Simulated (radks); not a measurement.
Values are calculated unless marked as measured or tabulated.
Valence configurations of Ca I (all share [Ar]). Code: a radial shooting solver on a logarithmic mesh with Libxc functionals. Model: scalar-relativistic Kohn-Sham, PBE, spin-polarised, spherical densities, point nucleus; open shells are filled with parallel spins first. Energies are relative to 4s2; eigenvalues in eV for spin up.

valence	E (eV)	moment (Bohr magnetons)	e(3d)	e(4p)	e(4s)
4s2	0.000	0	-	-	-3.766
3d2	4.530	2	-0.857	-	-
4s1 4p1	1.874	2	-	-2.243	-4.786
3d1 4s1	1.814	2	-0.984	-	-3.648
3d1 4p1	4.022	2	-1.675	-1.908	-
3d0.5 4s1.5	0.937	1	-1.276	-	-3.654
3d0.5 4s0.5 4p1	2.861	2	-2.197	-2.028	-4.382
3d1.5 4s0.5	3.164	2	-0.857	-	-3.583

NIST lists [Ar] 4s2 as the ground configuration; this level of theory agrees among the configurations tried. The energies are those of spherical high-spin densities, not of single terms.
